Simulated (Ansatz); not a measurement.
Stepwise reaction of `[F][Zr]([F])([Cl])[Cl]` with hydrogen chloride, as a gas-phase model of exchange steps in deposition or etching. ΔE in kJ/mol; ΔG adds harmonic PBE0-D4 terms to CCSD(T)/CBS, at 1 bar.

Program: Ansatz. Geometries: PBE0-D4/def2-TZVP. ΔE: electronic, gas phase. CCSD(T)/CBS is the MP2 limit (def2-TZVPP, def2-QZVPP) plus CCSD(T) − MP2 in def2-TZVPP, frozen cores. This one scheme is used for every species. DFT in def2-TZVPP. B3LYP here is the variant with VWN-RPA as its local correlation; programs differ in this. Elements past krypton have def2 core potentials. For Zr outer-core shells are correlated without core-valence functions, which leaves a few kJ/mol of doubt a bond.

| step | reaction | PBE-D4 | B3LYP-D4 | ωB97M-V | CCSD(T)/CBS | ΔG(500 K) |
| --- | --- | --- | --- | --- | --- | --- |
| 2 | `[F][Zr]([Cl])([Cl])[Cl]` + HCl → `[Cl][Zr]([Cl])([Cl])[Cl]` + H–F | 20.3 | 20.0 | 22.7 | 10.4 | 22.4 |

(1) Give the row of step 1, `[F][Zr]([F])([Cl])[Cl]` + HCl → `[F][Zr]([Cl])([Cl])[Cl]` + H–F. (An estimate is asked.)

(2) By hand: ΔE of the 2 steps together at CCSD(T)/CBS.

Results:

(1) The calculation gave: 
```tsv
step	reaction	PBE-D4	B3LYP-D4	ωB97M-V	CCSD(T)/CBS	ΔG(500 K)
1	`[F][Zr]([F])([Cl])[Cl]` + HCl → `[F][Zr]([Cl])([Cl])[Cl]` + H–F	21.0	20.9	23.0	12.1	20.1
```

(2) (12.1) + (10.4) = 22.5 kJ/mol, or 11.2 kJ/mol a step.

In ΔE the steps differ by no more than 1.7 kJ/mol. All are uphill at CCSD(T)/CBS. ΔG lies between 20.1 and 22.4 kJ/mol a step. PBE-D4 differs from CCSD(T)/CBS by 8.9 to 9.9 kJ/mol a step. Isolated molecules leave out the surface, adducts and barriers. Largest T1 diagnostic: 0.017.
